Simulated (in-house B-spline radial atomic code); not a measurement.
Ionising the nickel ion Ni⁺ with different functionals

Computed with an all-electron radial atomic-structure program (B-spline basis): scalar-relativistic (spin-free X2C) Hamiltonian, Fermi nucleus of rms radius 3.7757 fm, spin-polarised at highest spin, spherical fractional occupations for the functionals, the average over the highest-spin determinants for Hartree-Fock. The ionisation energy is the difference of two self-consistent energies, [Ar] 3d9 → [Ar] 3d8, without Breit or QED terms; ε is the level of the shell that loses the electron (its least bound occupied spin orbital).

Hybrids are left out here: with spherical fractional occupations of an open shell their exact exchange keeps a self-interaction that integer-occupation calculations don't have.

```tsv
method	rung	ΔSCF (eV)	-ε(3d) (eV)
Hartree-Fock	Hartree-Fock	15.78	19.84
LDA VWN5	LDA	19.95	12.84
LDA PW92	LDA	19.94	12.84
LDA exchange-only	LDA	18.35	11.42
PBE	GGA	?	?
PBEsol	GGA	19.54	12.46
BLYP	GGA	?	?
RPBE	GGA	19.43	12.35
PW91	GGA	19.66	12.57
BP86	GGA	19.68	12.62
AM05	GGA	19.54	12.46
OLYP	GGA	19.42	12.29
TPSS	meta-GGA	19.32	12.24
SCAN	meta-GGA	19.31	12.29
r2SCAN	meta-GGA	19.30	12.25
revTPSS	meta-GGA	19.21	12.16
```

(1) What does BLYP give?

(2) What does PBE give?

(3) How do they compare with the NIST value?

Answers

(1) ΔSCF 19.62 eV, and -ε(3d) = 12.55 eV.

(2) ΔSCF 19.56 eV, and -ε(3d) = 12.48 eV.

(3) NIST lists 18.169 eV (measured, ground level to ground level). Errors run from -2.39 to +1.78 eV. The correlated functionals all miss on the same side by more than they spread, so the cause is common to them (spin-orbit coupling, Breit-QED terms, multiplet and fine-structure energies, or a listed next ion that isn't the cheapest removal here) and closeness doesn't rank the functionals. Hartree-Fock also lacks correlation.
